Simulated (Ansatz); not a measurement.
Input file for Ansatz (a quantum-chemistry and plane-wave program): U-r2SCAN/cc-pVTZ on CH4Ge (SMILES [CH3][GeH]), a point of a bond scan (R = 1.445 Å).

Ansatz 0.2 input:
```yaml
crystal:
  periodic: [false, false, false]
  atoms:
    - {symbol: Ge, position_ang: [-0.26416113, -0.20224226, 0.31354267]}
    - {symbol: H, position_ang: [-1.18141478, -0.54013923, -0.75057090]}
    - {symbol: C, position_ang: [1.00677717, 0.72630048, -0.93210586]}
    - {symbol: H, position_ang: [1.87671680, 1.13031224, -0.41651444]}
    - {symbol: H, position_ang: [0.48298915, 1.53601658, -1.44986562]}
    - {symbol: H, position_ang: [1.33611896, 0.02530398, -1.70554436]}
basis:
  gaussian:
    orbitals: cc-pVTZ
hamiltonian:
  xc: {name: r2SCAN}
magnetization: {spin_polarized: true, initial_magnetization: 0}
```

The log:

```
WARN ansatz: RAYON_NUM_THREADS=1 ignored (pool sized by the plan → 1); use --threads N
Functional definition: r2SCAN
integrals: 0.04 GiB planned
761 factors; their error is unknown
mean field: 0.49 GiB planned
mean field evaluation 1: about -57611.8095 eV, gradient 4.1e1 eV
mean field evaluation 2: about -57595.4485 eV, gradient 6.1e1 eV
mean field evaluation 4: about -57619.3642 eV, gradient 2.7e0 eV
mean field evaluation 8: about -57619.4059 eV, gradient 3.6e-2 eV
mean field evaluation 16: about -57619.3957 eV, gradient 4.6e-6 eV
mean field -57619.39568095 eV, -2117.4737354457 hartree, gradient 3.9e-6 eV, S^2 0.000000; 1 other end points of the search recorded, 0 dependent functions left out
reference -57619.39569282 eV, -2117.4737358819 hartree; 21, 21 occupied and 108, 108 virtual orbitals, 761 factors
Total energy: -57619.39569282 eV, -2117.4737358819 hartree
```

The calculation finished and met its thresholds.

Cost: about 10 core-seconds (a rough figure).
